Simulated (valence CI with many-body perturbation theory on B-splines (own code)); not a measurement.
## E1 transitions of Mo¹¹⁺

Calculated by relativistic CI+MBPT: three valence electrons over a frozen Dirac-Fock core [Ar] 3d10, a basis of 11 s, 11 p, 9 d, 7 f, 5 g, 2 h, 1 i functions for each j, with the one-electron correlation potential Σ1 (screened to all orders), the two-electron term Σ2, the three-electron term Σ3, Breit, model QED; selected single and double excitations, second order for the rest, scaled by the run's own slope (own B-spline code, finite nucleus).

No measured spectrum was set against this ion. As an estimate, levels hold to about 250 cm⁻¹ or 0.2 % of their energy and the worst to 1 %, as in measured heavy ions of charge 2 to 7; those with d or f electrons hold less well.

Lines 1 to 50 of 276 in falling wavelength, among levels below 117.24 eV, chosen from the strongest by gf and those to the six lowest levels. Wavelengths and rates use the calculated energies, so an error of 1000 cm⁻¹ moves a line at 1023 Å by 1 % and its rate by three times that or more. Electric multipoles are in the length gauge, E1 and E2 with the static RPA response of the core. Weak lines are less certain than strong ones. Lines between different terms over intervals too small for the method are left out, as are lines whose strength nearly cancels. Where a level lies close to another of its J and parity, the split of strength between their lines is uncertain. The highest levels of a list are the least certain.

Names give the largest LS component (configuration and term), which can be under half, so a name can repeat, a term be missing and a line seem to break the LS rules; names also repeat where a configuration has a term twice. Letters in brackets count levels of one name in rising energy.

```
λ vac (Å)               Upper               Lower   A (s⁻¹)  S (a.u.)
     1023       4s²5p ²P°_1/2        4s²5s ²S_1/2  1.65e+09  1.75e+00
    922.4       4s²5p ²P°_3/2        4s²5s ²S_1/2  2.22e+09  3.45e+00
    591.1        4s4p² ⁴P_1/2       4s²4p ²P°_3/2  3.30e+07  6.73e-03
    568.3        4p²4d ⁴P_5/2  4s4p4d ²D°_5/2 [b]  5.31e+08  2.89e-01
    562.1         4p³ ²D°_5/2        4s4p² ²P_3/2  1.56e+09  8.22e-01
    546.6        4s4p² ⁴P_3/2       4s²4p ²P°_3/2  3.19e+07  1.03e-02
    541.1    4p²4d ²F_7/2 [a]  4s4p4d ²F°_7/2 [a]  5.43e+08  3.40e-01
    531.6        4p²4d ²G_7/2  4s4p4d ²F°_5/2 [b]  1.30e+09  7.69e-01
    515.0        4p²4d ⁴F_9/2  4s4p4d ²F°_7/2 [a]  5.11e+08  3.44e-01
    511.2        4s4p² ⁴P_5/2       4s²4p ²P°_3/2  2.02e+08  8.01e-02
    510.7        4p²4d ⁴F_5/2  4s4p4d ²F°_5/2 [a]  9.00e+08  3.55e-01
    509.2     4p³ ⁴S°_3/2 [a]        4s4p² ²P_1/2  1.18e+09  3.06e-01
    506.0        4s4p² ⁴P_1/2       4s²4p ²P°_1/2  1.87e+08  2.39e-02
    503.6    4p²4d ²F_5/2 [a]  4s4p4d ²F°_5/2 [a]  1.01e+09  3.83e-01
    493.5        4p²4d ²G_9/2  4s4p4d ²F°_7/2 [b]  1.83e+09  1.09e+00
    491.2    4p²4d ²F_5/2 [b]  4s4p4d ²P°_3/2 [b]  7.77e+08  2.73e-01
    480.8    4p²4d ²F_7/2 [b]  4s4p4d ²D°_5/2 [b]  1.34e+09  5.86e-01
    474.4    4p²4d ²P_1/2 [b]  4s4p4d ²D°_3/2 [b]  3.94e+09  4.15e-01
    473.0        4s4p² ⁴P_3/2       4s²4p ²P°_1/2  4.23e+06  8.83e-04
    461.2    4p²4d ²F_5/2 [a]  4s4p4d ⁴D°_3/2 [b]  1.09e+09  3.17e-01
    460.4        4p²4d ⁴D_7/2  4s4p4d ²F°_7/2 [a]  7.69e+08  2.96e-01
    452.9         4p³ ²P°_1/2        4s4p² ²S_1/2  5.52e+09  5.06e-01
    451.6        4p²4d ²D_5/2  4s4p4d ²F°_7/2 [b]  9.44e+08  2.58e-01
    450.7        4p²4d ²G_9/2  4s4p4d ²F°_7/2 [a]  1.77e+09  7.99e-01
    449.2        4p²4d ⁴F_3/2      4s4p4d ⁴D°_1/2  1.86e+09  3.32e-01
    447.1    4p²4d ²F_7/2 [a]      4s4p4d ⁴D°_5/2  1.65e+09  5.83e-01
    439.5         4p³ ²P°_3/2        4s4p² ²P_3/2  5.73e+09  9.60e-01
    437.5    4p²4d ²P_3/2 [a]      4s4p4d ⁴D°_5/2  1.47e+09  2.43e-01
    437.4  4s4p4d ²F°_5/2 [a]        4s²4d ²D_5/2  1.07e+09  2.66e-01
    434.6        4p²4d ²G_7/2  4s4p4d ²F°_5/2 [a]  9.63e+08  3.12e-01
    434.6        4p²4d ⁴D_1/2      4s4p4d ⁴P°_1/2  3.15e+09  2.55e-01
    432.5     4p³ ⁴S°_3/2 [a]        4s4p² ²D_3/2  1.48e+09  2.37e-01
    431.6        4p²4d ⁴F_9/2      4s4p4d ⁴D°_7/2  1.84e+09  7.32e-01
    431.3    4p²4d ²F_5/2 [b]  4s4p4d ²F°_5/2 [b]  1.77e+09  4.20e-01
    431.2        4p²4d ⁴F_5/2  4s4p4d ⁴D°_3/2 [a]  2.05e+09  4.87e-01
    429.3  4s4p4d ²F°_5/2 [a]        4s²4d ²D_3/2  1.11e+09  2.61e-01
    427.6        4s4p² ²D_3/2       4s²4p ²P°_3/2  7.87e+04  1.22e-05
    425.5        4p²4d ⁴D_5/2  4s4p4d ²D°_5/2 [a]  9.26e+08  2.11e-01
    423.2    4p²4d ²P_3/2 [b]  4s4p4d ²D°_5/2 [a]  2.77e+09  4.15e-01
    421.9        4p²4d ⁴D_5/2  4s4p4d ²D°_3/2 [a]  1.31e+09  2.91e-01
    420.9        4p²4d ⁴D_7/2  4s4p4d ²F°_5/2 [a]  9.48e+08  2.79e-01
    419.2     4p³ ⁴S°_3/2 [b]        4s4p² ²D_5/2  1.91e+09  2.77e-01
    415.6        4s4p² ²D_5/2       4s²4p ²P°_3/2  3.12e+09  6.63e-01
    414.8         4p³ ²D°_5/2        4s4p² ²D_5/2  5.52e+09  1.17e+00
    414.7    4p²4d ²F_7/2 [b]  4s4p4d ²F°_7/2 [b]  2.74e+09  7.71e-01
    410.5        4p²4d ²G_7/2  4s4p4d ²D°_5/2 [a]  1.39e+09  3.79e-01
    407.6     4p³ ⁴S°_3/2 [b]        4s4p² ²D_3/2  2.03e+09  2.72e-01
    403.7        4p²4d ⁴F_7/2      4s4p4d ⁴P°_5/2  3.61e+09  9.38e-01
    403.5         4p³ ²D°_5/2        4s4p² ²D_3/2  1.03e+09  2.00e-01
    401.6  4s4p4d ²F°_7/2 [a]        4s²4d ²D_5/2  3.26e+09  8.34e-01
```
